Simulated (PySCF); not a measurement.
## Copper: a sound run and one with changed settings

Sound run: Cu²⁺ [Ar] 3d9, Cu³⁺ [Ar] 3d8. All numbers are calculated (PySCF 2.14, the spin-free X2C one-electron Hamiltonian (Gaussian nucleus), in cc-pVTZ-DK (7s6p4d2f1g, 68 functions)). The sound run starts from symmetry-adapted Hartree-Fock orbitals and uses a fine grid where one is needed.

Changed run: 14 angular points. This setting is unsound on purpose.

| species | method | sound run (hartree) | changed run (hartree) | converged |
| --- | --- | --- | --- | --- |
| Cu²⁺ | UHF | -1652.27706 | -1652.27706 | yes |
| Cu²⁺ | r2SCAN | -1653.69487 | -1655.29496 | yes |
| Cu²⁺ | LDA | -1650.81265 | -1651.82360 | yes |
| Cu³⁺ | UHF | -1651.02704 | -1651.02704 | yes |
| Cu³⁺ | r2SCAN | -1652.35352 | -1654.05775 | yes |
| Cu³⁺ | LDA | -1649.41207 | -1650.48429 | yes |

Ionisation energy of Cu²⁺:

```tsv
method	sound run (eV)	changed run (eV)
UHF	34.015	34.015
r2SCAN	36.500	33.666
LDA	38.112	36.445
```

A coarse angular grid integrates products of high-l functions wrongly, so density functionals can shift, and the SCF can exploit the error; Hartree-Fock and MP2 need no grid.

For comparison, NIST gives 36.841 ± 0.012 eV between the lowest levels.
